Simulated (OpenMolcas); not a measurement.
## Ag6+: from CASSCF to CASPT2

```
Program             : OpenMolcas
Basis               : ANO-RCC-VTZP [7s6p4d2f1g]
Scalar Hamiltonian  : DKH2, point nucleus
Active space        : 5 electrons in 5 orbitals (4d)
State averaging     : 2S+1 = 6 even, 1 root; 2S+1 = 4 even, 24 roots kept (CI in the orbitals of an earlier block); 2S+1 = 2 even, 75 roots kept (CI in the orbitals of an earlier block)
Spin-orbit coupling : state interaction with AMFI integrals over the reference wave functions, term energies averaged over their components
```

Methods on the same reference wave functions:
A. CASSCF
B. SS-CASPT2, IPEA 0.25 Eh, imaginary shift 0.1 Eh (closed shells correlated: 4s 4p)
C. MS-CASPT2, IPEA 0.25 Eh, imaginary shift 0.1 Eh (closed shells correlated: 4s 4p)

Energies in cm⁻¹ above 4d⁵ ⁶S_5/2, the measured ground level; measured values from the list in Gamrath, thesis, University of Mons (2023).

```json
{"Level": "4d⁵ ⁶S_5/2", "A": "0.0", "B": "0.0", "C": "0.0", "Measured": "0.0"}
{"Level": "4d⁵ ⁴G_5/2", "A": "34994", "B": "31440", "C": "31440", "Measured": "29390"}
{"Level": "4d⁵ ⁴G_7/2", "A": "35707", "B": "32320", "C": "32320", "Measured": "30378"}
{"Level": "4d⁵ ⁴G_11/2", "A": "35895", "B": "32590", "C": "32590", "Measured": "30662"}
{"Level": "4d⁵ ⁴G_9/2", "A": "36103", "B": "32790", "C": "32790", "Measured": "30907"}
{"Level": "4d⁵ ⁴P_3/2 [55 %]", "A": "39852", "B": "35030", "C": "35030", "Measured": "32994"}
{"Level": "4d⁵ ⁴P_1/2 [68 %]", "A": "41280", "B": "36570", "C": "36570", "Measured": "34605"}
{"Level": "4d⁵ ⁴D_7/2", "A": "43847", "B": "38500", "C": "38500", "Measured": "36485"}
{"Level": "4d⁵ ⁴D_1/2 [69 %]", "A": "45685", "B": "40570", "C": "40570", "Measured": "38685"}
{"Level": "4d⁵ ⁴D_5/2 [56 %]", "A": "46375", "B": "41230", "C": "41230", "Measured": "39299"}
{"Level": "4d⁵ ⁴D_3/2 [55 %]", "A": "46648", "B": "41630", "C": "41630", "Measured": ""}
{"Level": "4d⁵ ²I_11/2", "A": "50883", "B": "47160", "C": "47160", "Measured": "44011"}
{"Level": "4d⁵ ²I_13/2", "A": "52189", "B": "48590", "C": "48590", "Measured": "45546"}
{"Level": "4d⁵ ²D_3/2(1) [54 %]", "A": "57178", "B": "50880", "C": "50880", "Measured": ""}
{"Level": "4d⁵ ⁴F_7/2 [51 %]", "A": "58375", "B": "51960", "C": "51960", "Measured": ""}
{"Level": "4d⁵ ⁴F_9/2 [66 %]", "A": "58471", "B": "52120", "C": "52120", "Measured": "49104"}
{"Level": "4d⁵ ⁴F_5/2", "A": "60235", "B": "53910", "C": "53910", "Measured": "51049"}
{"Level": "4d⁵ ²F_7/2(1) [55 %]", "A": "61934", "B": "55960", "C": "55960", "Measured": "53353"}
{"Level": "4d⁵ ²H_9/2 [51 %]", "A": "62758", "B": "57040", "C": "57040", "Measured": ""}
{"Level": "4d⁵ ⁴F_3/2 [54 %]", "A": "62903", "B": "56590", "C": "56590", "Measured": ""}
{"Level": "4d⁵ ²G_7/2(1)", "A": "65866", "B": "59190", "C": "59190", "Measured": ""}
{"Level": "4d⁵ ²H_11/2", "A": "66135", "B": "61200", "C": "61200", "Measured": "57962"}
{"Level": "4d⁵ ²F_7/2(2)", "A": "70628", "B": "62900", "C": "62900", "Measured": "59792"}
{"Level": "4d⁵ ²S_1/2", "A": "76763", "B": "67220", "C": "67220", "Measured": ""}
```

Deviations, from unrounded energies. A percentage is the sum of absolute deviations over the sum of measured energies, with the sign that they share, or ± where signs differ.

```
                        Against measurement  Levels      A     B     C
             mean absolute deviation (cm-1)      16   7200  2400  2400
other terms of the ground configuration (%)      16  +17.5  +5.8  +5.8
```

B, C lie about equally close to measurement and A furthest from it. The largest miss of C in the table is 4d⁵ ²H_11/2, by +3200 cm-1. The ranking rests on the paired levels alone, and a cruder setting can come out closer through cancelling errors.

Between B and C no level of the table moves by more than 5 cm-1.

The two smallest mean deviations differ by little beside CASPT2's spread within terms, so their order carries little weight.

From A to B the spin-free energies of the other terms of 4d⁵ shown, above ⁶S, scale by factors of 0.87 to 0.93, as is usual when dynamic correlation screens the repulsion within a d or f shell.

The lowest spin-free term lies below A's lowest term by 0.314 hartree in B, 0.314 hartree in C.

Term energies are means over components that CASPT2 splits; among the terms shown or strongly mixed into the levels shown the widest spread is 680 cm-1 (4d⁵ ⁴F, C). Terms from blocks run as CI alone lack orbitals of their own. Without dynamic correlation excited terms often stand tens of per cent too high (terms of higher spin than the ground term too low), and those without a measured partner can miss by more than the paired ones (holds for A). Some levels mix across a computed gap that differs much from the measured one, so their mixing is not that of the real levels (holds for B; C). Blocks of more than 70 roots (2S+1 = 2 even) ran without multistate coupling (holds for C). Computed and measured levels are paired by configuration, term and J; levels that our copy of the source lacks, or whose pairing is in doubt (as where it misses far off the trend of its configuration), stay unpaired and out of the deviations. Levels of configurations outside the active space are missing. Levels that lie high or do not pair safely by name in every column are left out.

A share in square brackets marks a mixed level and gives the weight of the term that names it, the lowest over the columns. A number in round brackets counts repeated terms of one configuration in the order of the reference energies.
